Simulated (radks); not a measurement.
Dipole-allowed excitations along the series with 11 electrons in [Ne] 3s1. Method: non-relativistic Kohn-Sham, PBE, spin-polarised, spherical densities, point nucleus; open shells are filled with parallel spins first; computed with a radial shooting solver on a logarithmic mesh with Libxc functionals. Time-dependent linear response with the Hartree and adiabatic LDA kernel, continuum included through the Sternheimer equations. Lines are the poles of the dipole polarisability below minus the highest occupied eigenvalue, found on a grid refined at the orbital gaps; the lowest seven at most are given, and weak or close lines can be missed. The first line takes the name of the lowest orbital gap if no other gap lies below it; otherwise a line is named after a gap within 0.6 % of it, if that gap stands alone.

| species | -e(HOMO) (eV) | lowest orbital gap (eV) | first line (eV) | f | strongest line (eV) | its f | static alpha (bohr^3) |
|---|---|---|---|---|---|---|---|
| Br24+ | 1084.3 | 3s-3p 50.718 | 54.192 (3s-3p) | 0.248 | 527.22 (3s-4p) | 0.308 | 0.06511 |
| Kr25+ | 1167.4 | 3s-3p 52.698 | 56.304 (3s-3p) | 0.241 | 565.66 (3s-4p) | 0.313 | 0.05841 |

Estimate the first line of Se23+, its oscillator strength and the static polarisability.

Answer. 52.081 eV (3s-3p), f = 0.256, alpha = 0.07286 bohr^3.
